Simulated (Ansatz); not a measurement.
C$_{3}$H$_{12}$GaP, SMILES `[CH3][Ga-]([CH3])([CH3])[PH3+]`, relaxed with RKS PBE0-D4/def2-TZVP in the Gaussian-basis code of Ansatz from a PBE-D4/def2-SVP geometry. The force threshold is 0.005 eV/Å; the program also tests the step.

Total charge 0; spin multiplicity 1.

Start:

```xyz
17

C     0.333    0.011    2.113
Ga    0.508   -0.129    0.124
C     0.498   -1.951   -0.707
C     1.405    1.364   -0.864
P    -2.005    0.521   -0.486
H     1.316   -0.221    2.578
H    -0.400   -0.711    2.528
H     0.050    1.031    2.446
H    -0.259   -2.623   -0.253
H     0.328   -1.919   -1.802
H     1.491   -2.425   -0.545
H     1.191    1.343   -1.952
H     2.506    1.263   -0.746
H     1.126    2.363   -0.470
H    -2.955    0.829    0.542
H    -2.294    1.657   -1.312
H    -2.838   -0.404   -1.196
```

```tsv
step	energy (eV)	largest force (eV/Å)	largest move (Å)
1	-64960.9398	0.517	0.000
2	-64960.9928	0.161	0.028
3	-64960.9979	0.013	0.012
4	-64960.9979	0.005	0.003
```

End:

```xyz
17

C     0.329    0.011    2.102
Ga    0.507   -0.130    0.123
C     0.496   -1.941   -0.704
C     1.396    1.357   -0.859
P    -1.994    0.517   -0.482
H     1.292   -0.222    2.568
H    -0.404   -0.693    2.503
H     0.051    1.019    2.422
H    -0.250   -2.599   -0.251
H     0.315   -1.904   -1.781
H     1.473   -2.412   -0.556
H     1.184    1.331   -1.931
H     2.481    1.269   -0.742
H     1.108    2.339   -0.475
H    -2.918    0.821    0.542
H    -2.261    1.640   -1.296
H    -2.807   -0.402   -1.182
```

Run time 34 s (8 threads of an Intel Xeon on a shared host); peak host memory 0.94 GiB.
